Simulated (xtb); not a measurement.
A run for xtb: GFN1-xTB on AlH5O (a complex), monomers drawn apart or pushed together.

```
$ xtb mol.xyz --gfn 1 --sp --chrg 0 --uhf 0
7

Al    -0.02131263     0.21827211     0.32568648
H      0.60329896    -0.93480702    -0.56573406
H     -1.60833495     0.38573284     0.33738105
H      0.86874100     1.50996026     0.61918682
O      0.09993331    -0.47430462     2.02595049
H     -0.76511636    -0.57590305     2.44356428
H      0.64802572     0.07031679     2.60561774
```

Task: What total energy does the run end on?

Result: -8.6890 hartree.
